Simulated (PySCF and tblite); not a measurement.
The numbers below are computed, except where a source is named.
C5H5BrO2Si, numbered as in [O:1]=[c:2]1[cH:3][c:4]([SiH3:5])[cH:6][c:7]([Br:8])[o:9]1.

Geometries GFN2-xTB; weights from PBE0-D3(BJ)/pcSseg-1 energies and GFN2-xTB thermal corrections, with symmetry numbers and mirror pairs. Conformers within 2.5 kcal/mol (GFN2-xTB free energy) were kept, 2 at most. GIAO shieldings: PBE0/pcSseg-1. Shifts are against TMS (¹H), TMS (¹³C), TMS (²⁹Si) at the same level. Codes: tblite and PySCF.

Question: List the conformer-averaged shifts at 298.15 K.

Answer: ¹H: 6.45 (H3, 1H), 6.34 (H6, 1H), 4.34 (H5, 3H) ppm. ¹³C: 166.3 (C7), 161.6 (C2), 158.3 (C4), 127.0 (C3), 116.6 (C6) ppm. ²⁹Si: -66.6 (Si5) ppm.

Spin–orbit effects of the heavy atoms on shieldings are missing. At a carbon that bears Br the missing effect is some 10 ppm, beside I tens of ppm. Unscaled ²⁹Si shifts at such levels can be off by tens of ppm; differences between conformers or isomers are more reliable. Shifts are unscaled: against experiment ¹³C can be off by 15 ppm or more and ¹H by 0.8 ppm.
